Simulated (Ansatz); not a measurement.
Ansatz results at the PBE0-D4/def2-TZVP geometry: HOMO–LUMO gap (B3LYP/def2-TZVPP) 5.32 eV; HOMO–LUMO gap (PBE0/def2-TZVPP) 5.81 eV; HOMO energy (B3LYP/def2-TZVPP) -7.69 eV.

(1) Which molecule gave them?
A. `F[CH](F)[GaH2]`
B. `O[SiH]1C=N1`
C. `FC1=C[C]1(F)[GeH3]`
D. `C[SiH2]B[NH][AlH2]`

## Answers

(1) A. The others give `C[SiH2]B[NH][AlH2]`: 5.46, 5.84, -7.18; `O[SiH]1C=N1`: 5.22, 5.67, -6.34; `FC1=C[C]1(F)[GeH3]`: 7.29, 7.76, -7.75.

B3LYP here is the variant with VWN-RPA as its local correlation; programs differ in this.
